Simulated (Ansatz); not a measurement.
# TiO2 (titanium dioxide): name the method

The species is TiO2 (3 atoms), meant as a singlet with charge 0. SMILES: `[O]=[Ti]=[O]`. The coordinates come from a PBE0-D4/def2-TZVP relaxation.

```tsv
atom	x (Å)	y (Å)	z (Å)
O	0.9210	0.9288	0.4446
Ti	0.1350	-0.4920	0.3316
O	-1.0561	-0.4368	-0.7762
```

A calculation with Ansatz 0.2.0 gave:

```
total energy  : -998.1598 Eh
dipole moment : 8.14 D
HOMO energy   : -11.14 eV
LUMO energy   : -1.07 eV
HOMO–LUMO gap : 10.07 eV
largest force : 2.073 eV/Å
```

Problem. Which of these levels gave the numbers?
A. revPBE0-D3(BJ)-ATM/def2-TZVP
B. HF/pcseg-1
C. HF/pcseg-0
D. HF/pcseg-2

Solution. D. The others give -995.9071 Eh (HF/pcseg-0), -997.9242 Eh (HF/pcseg-1), -999.8263 Eh (revPBE0-D3(BJ)-ATM/def2-TZVP).
